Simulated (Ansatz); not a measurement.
C2H9BOSi can be A, `BOC[SiH2]C`, or B, `BC(O)[SiH2]C`.

Isolated molecules relaxed with PBE0-D4/def2-TZVP in Ansatz; ΔE leaves out vibrations. CBS: MP2 limit from def2 TZ/QZ plus the TZ coupled-cluster correction, frozen cores. Functionals use def2-TZVPP. B3LYP here is the variant with VWN-RPA as its local correlation; programs differ in this. Each species was taken in one conformer, which may not be the lowest.

Q: Which isomer does CCSD(T)/CBS put lower? Give the gap. (Best estimate.)

A: The calculation gave: A, by 131.2 kJ/mol.

Q: Give E(B) − E(A) in kJ/mol with PBE-D4, B3LYP, HF/def2-TZVPP, B3LYP-D4, CCSD(T)/def2-TZVPP, CCSD/def2-TZVPP, r2SCAN-D4. (Best estimate.)

A: Ansatz gave: PBE-D4 119.7, B3LYP 138.1, HF/def2-TZVPP 150.6, B3LYP-D4 134.3, CCSD(T)/def2-TZVPP 133.5, CCSD/def2-TZVPP 135.6, r2SCAN-D4 124.8. None reverses the order clearly.

Largest T1 diagnostic: 0.013.

The D4 term adds −3.8 kJ/mol with B3LYP and −1.9 kJ/mol with PBE0; it sums over pairs of atoms, weighted by their polarisabilities, and B3LYP, whose exchange is more repulsive, gets the larger term. In def2-TZVPP, CCSD(T) changes the Hartree–Fock value by −17.1 kJ/mol (the triples alone add −2.1 kJ/mol) and MP2 by −17.7 kJ/mol.
